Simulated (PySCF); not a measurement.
**Bonds of Ti to H, F, O**

CCSD(T) in PySCF with def2-TZVPPD on every atom, for the lowest determinant that a PBE0 search found; no spin–orbit coupling. D0 is De less the harmonic zero-point energy.

```
X             state of TiX  D0(TiX) (eV)  D0(X₂) (eV)
H  quartet (σ ↑, π ↑, δ ↑)          2.03         4.43
F      quartet (σ ↑, δ ↑↑)          5.48         1.46
O       triplet (σ ↑, δ ↑)          6.67         4.85
```

**Question.** Give the energy of Ti + X₂ → TiX + X at 0 K for each X.

**Answer.** H: 4.43 − 2.03 = +2.40 eV; F: 1.46 − 5.48 = -4.02 eV; O: 4.85 − 6.67 = -1.82 eV (CCSD(T)/def2-TZVPPD; negative means exothermic).

**Question.** Does an atom of H displace O from TiO?

**Answer.** TiO + H → TiH + O has ΔE = 6.67 − 2.03 = +4.64 eV at CCSD(T)/def2-TZVPPD, so it is uphill.

Gas-phase diatomics only hint at surface chemistry, where an atom holds several bonds.

Correlated steps freeze the inner cores (0 to 6 orbitals); shallow outer-core shells are correlated. UHF and ROHF references stand side by side, which adds small steps between rows. Where the molecule has an RHF reference, its open-shell atoms are computed with UHF. The CCSD T1 diagnostic is raised in TiH, TiO, a sign that a single reference may not be enough there. States were picked by a PBE0 search and need not be the measured ground states. With d or f electrons several states lie close, and the lowest PBE0 determinant need not be the measured ground state.
